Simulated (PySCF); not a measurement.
Working out the ionisation energy of O⁺

O⁺ [He] 2s2 2p3 (4S) → O²⁺ [He] 2s2 2p2 (3P). All numbers are calculated (PySCF 2.14, the spin-free X2C one-electron Hamiltonian (Gaussian nucleus), in x2c-SVPall (3s2p1d, 14 functions)). Frozen: 1s2. Energies in hartree (1 hartree = 27.21139 eV):

```
            part  O⁺ (lower)  O²⁺ (upper)
             UHF  -74.328093   -73.052317
CCSD correlation   -0.083925    -0.077577
             (T)   -0.000568    -0.000630
```

Problem. What does Hartree-Fock give?

Solution. (-73.052317) − (-74.328093) = 1.275776 hartree = 34.716 eV.

Problem. What do CCSD and CCSD(T) give?

Solution. The CCSD correlation energies differ by 0.006348 hartree = 0.173 eV and the triples by -0.000062 hartree = -0.002 eV, so CCSD gives 34.889 eV and CCSD(T) 34.887 eV.

Reference: 35.121 eV (measured; NIST Atomic Spectra Database, ionization energies), between the lowest levels; spin-orbit coupling is absent from the calculation.

A double-zeta basis recovers only part of the correlation energy.

What remains against the reference includes basis incompleteness, the frozen core and higher excitations.
